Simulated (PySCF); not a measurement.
A PySCF script (with the pyscf-properties extension) for the NMR shieldings of SMILES BBC[SiH2]CC(F)(F)F, C₃H₉B₂F₃Si, on a GFN2-xTB geometry:

```python
import basis_set_exchange as bse
import numpy as np
from pyscf import gto, dft
from pyscf.prop import nmr

atoms = """
B     3.359687    0.982541   -0.861660
B     2.538423   -0.115778    0.006859
C     1.230628   -0.822983   -0.489229
Si   -0.233072    0.224847    0.124429
C    -1.809418   -0.691453   -0.477244
C    -3.013836    0.122989   -0.144618
F    -3.121155    0.381377    1.171156
F    -4.173574   -0.468821   -0.495847
F    -3.016952    1.319869   -0.757943
H     3.086316    2.123808   -0.834113
H     4.282785    0.721169   -1.537173
H     2.875875   -0.403622    1.098506
H     1.158224   -0.899362   -1.574445
H     1.112997   -1.827825   -0.082350
H    -0.304122    0.299199    1.587533
H    -0.244415    1.568681   -0.460340
H    -1.809572   -0.847900   -1.554636
H    -1.927578   -1.660420    0.004698
"""
names = dict.fromkeys(["B", "C", "Si", "F", "H"], "pcSseg-1")
basis = {el: gto.basis.parse(bse.get_basis(n, elements=[el], fmt="nwchem")) for el, n in names.items()}
mol = gto.M(atom=atoms, basis=basis, charge=0, verbose=0)
mf = dft.RKS(mol, xc="PBE0")
mf.grids.level = 2
mf.grids.alignment = dft.numint.BLKSIZE   # the property module wants whole blocks of grid points
mf.conv_tol = 1e-9
mf.kernel()

calc = nmr.RKS(mf)   # GIAO
C = mf.mo_coeff
Co = C[:, mf.mo_occ > 0]
resp = mf.gen_response(singlet=True, hermi=2)
def vind(x):   # induced exchange potential for any number of trial vectors
    d = np.einsum("pi,xij,qj->xpq", C, 2 * x.reshape(-1, C.shape[1], Co.shape[1]), Co, optimize=True)
    return np.einsum("xpq,pi,qj->xij", resp(d - d.transpose(0, 2, 1)), C, Co, optimize=True).ravel()
mo1, _ = nmr.rhf.solve_mo1(calc, with_cphf=vind)
sigma = calc.kernel(mo1)
for i, s in enumerate(sigma):   # ppm
    w = np.linalg.eigvalsh((s + s.T) / 2)
    print("%2d %-2s iso %8.1f  s11 %8.1f  s22 %8.1f  s33 %8.1f" % (i, mol.atom_pure_symbol(i), w.mean(), *w))
```

Problem. What are the results?

Solution. 
```
 0 B  iso     -5.7  s11   -132.7  s22    -21.6  s33    137.2
 1 B  iso      1.4  s11   -107.2  s22    -13.6  s33    125.1
 2 C  iso    164.9  s11    124.4  s22    168.0  s33    202.2
 3 Si iso    396.4  s11    371.7  s22    393.6  s33    423.8
 4 C  iso    162.1  s11    143.2  s22    152.8  s33    190.4
 5 C  iso     50.0  s11     41.7  s22     49.2  s33     59.2
 6 F  iso    245.8  s11    154.2  s22    250.6  s33    332.7
 7 F  iso    236.6  s11    144.8  s22    225.9  s33    339.1
 8 F  iso    245.7  s11    155.4  s22    248.5  s33    333.1
 9 H  iso     21.8  s11      8.8  s22     26.2  s33     30.3
10 H  iso     21.6  s11      9.7  s22     25.3  s33     29.9
11 H  iso     22.3  s11     12.2  s22     25.3  s33     29.4
12 H  iso     29.7  s11     26.5  s22     28.0  s33     34.8
13 H  iso     29.9  s11     26.2  s22     27.8  s33     35.8
14 H  iso     27.2  s11     23.3  s22     26.8  s33     31.6
15 H  iso     27.3  s11     23.0  s22     27.1  s33     31.8
16 H  iso     30.0  s11     25.8  s22     29.6  s33     34.6
17 H  iso     29.9  s11     25.8  s22     29.4  s33     34.6
```

These numbers come from an equivalent density-fitted implementation of the same equations, which agrees with the script to about 0.01 ppm for H and up to a few tenths of a ppm for heavy atoms, so last digits may differ.

Size and cost of the density-fitted run: 205 basis functions, 69 s wall time on 1 thread of an Arm Neoverse N1, shared host; peak memory 0.91 GiB.
